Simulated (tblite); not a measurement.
Species: C6H2F2O2.
Atom-mapped SMILES: `[CH:1]#[C:2][C:3](=[O:4])[C:5]1=[CH:6][C:7]([F:8])([F:9])[O:10]1` (hydrogens: H11 on C1; H12 on C6)

Geometry (GFN2-xTB, Å), atoms numbered from 1 in this order:
```xyz
12
C6H2F2O2 angstrom
C      3.0604   -0.4370   -0.5119
C      2.1118    0.2616   -0.2760
C      0.9903    1.1066    0.0057
O      1.0409    2.3020    0.1662
C     -0.2860    0.3612    0.0881
C     -1.5813    0.6359    0.3191
C     -1.8096   -0.8497    0.1456
F     -2.5488   -1.2458   -0.8932
F     -2.2373   -1.5372    1.2072
O     -0.4235   -1.0215   -0.0849
H      3.8852   -1.0553   -0.7185
H     -2.2009    1.4785    0.5267
```

Level: GFN2-xTB in tblite, geometry and Hessian alike; calculated harmonic values, unscaled, isolated species. The method is semi-empirical: single wavenumbers can be off by several per cent or more. One conformer, not necessarily the lowest.

Harmonic wavenumbers (cm⁻¹): 41.4, 80.5, 83.2, 191.0, 214.4, 300.7, 346.5, 353.9, 433.2, 491.9, 554.7, 591.6, 611.8, 650.6, 701.4, 710.1, 747.3, 766.0, 962.1, 968.4, 1036.3, 1102.0, 1105.0, 1229.0, 1269.6, 1635.2, 1717.1, 2234.7, 3219.1, 3372.5.

A = 2818, B = 824.0, C = 716.5 MHz; mass 144.002 u (most abundant isotopes); point group Cs, symmetry number 1.

What is the zero-point energy?

Half the sum of the wavenumbers: 13861 cm⁻¹ = 39.63 kcal/mol.

Entropy at 350 K, 1 bar (ideal gas, RRHO, classical rotation)?

Translation 41.63, rotation 30.13, vibration 30.29: S = 102.0 cal/(mol K).

And Cp and H(350 K) − H(0)?

Cp = 38.00 cal/(mol K), of which vibrations give 30.05 (their classical limit is 30 R = 59.6); H(350 K) − H(0) = 8.26 kcal/mol without the zero-point energy, 5.48 from vibrations.

How do the functions run with temperature in this model?

```tsv
T (K)	S (cal/(mol K))	Cp (cal/(mol K))	H − H(0) (kcal/mol)	G − H(0) (kcal/mol)	ln q(vib)
150	77.4	21.5	2.21	-9.40	2.82
250	90.5	30.5	4.82	-17.81	5.09
298.15	96.2	34.4	6.38	-22.31	6.19
400	107.3	41.0	10.24	-32.69	8.48
600	125.7	49.6	19.38	-56.06	12.75
900	147.3	56.3	35.38	-97.16	18.44
```

q(vib) and H(0) count from the zero-point level.

Which modes carry the vibrational entropy at 350 K?

41.4 cm⁻¹: 5.51; 80.5 cm⁻¹: 4.19; 83.2 cm⁻¹: 4.13; 191.0 cm⁻¹: 2.52; 214.4 cm⁻¹: 2.30; 300.7 cm⁻¹: 1.69 cal/(mol K); the other 24 give 9.95 together.

Hindered rotation and anharmonicity are outside this model. Other conformers, if any are populated, would add a mixing term that is left out.
